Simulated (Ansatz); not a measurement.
Mulliken charges of `O[SiH]1[CH2][AlH]1` from ωB97M-V/def2-TZVPP in Ansatz (PBE0-D4/def2-TZVP geometry).

```json
{"atom": "O1", "x (Å)": "-0.296", "y (Å)": "0.694", "z (Å)": "-2.041", "charge (e)": "-0.376"}
{"atom": "Si2", "x (Å)": "0.085", "y (Å)": "0.740", "z (Å)": "-0.433", "charge (e)": "0.351"}
{"atom": "C3", "x (Å)": "0.687", "y (Å)": "-0.851", "z (Å)": "0.350", "charge (e)": "-0.440"}
{"atom": "Al4", "x (Å)": "-0.816", "y (Å)": "-0.252", "z (Å)": "1.476", "charge (e)": "0.197"}
{"atom": "H5", "x (Å)": "-0.928", "y (Å)": "1.342", "z (Å)": "-2.357", "charge (e)": "0.174"}
{"atom": "H6", "x (Å)": "1.036", "y (Å)": "1.852", "z (Å)": "-0.142", "charge (e)": "-0.066"}
{"atom": "H7", "x (Å)": "1.738", "y (Å)": "-1.102", "z (Å)": "0.483", "charge (e)": "0.110"}
{"atom": "H8", "x (Å)": "0.171", "y (Å)": "-1.711", "z (Å)": "-0.117", "charge (e)": "0.122"}
{"atom": "H9", "x (Å)": "-1.590", "y (Å)": "-0.759", "z (Å)": "2.763", "charge (e)": "-0.072"}
```

Problem. By hand: the dipole of these point charges (1 e Å = 4.8032 D).

Solution. Σ q r = (-0.225, 0.160, 0.191) e Å, of length 0.336 e Å = 1.61 D.

Problem. How does the dipole of the full density compare? (An estimate is asked.)

Solution. Ansatz gave: (-0.224, 0.092, 0.128) e Å, 1.32 D; the point charges give 1.22 times that, at 13° from its direction.

Point charges leave out the atoms' own dipoles, such as those of lone pairs, and Mulliken's split depends on the basis, so the two needn't agree.
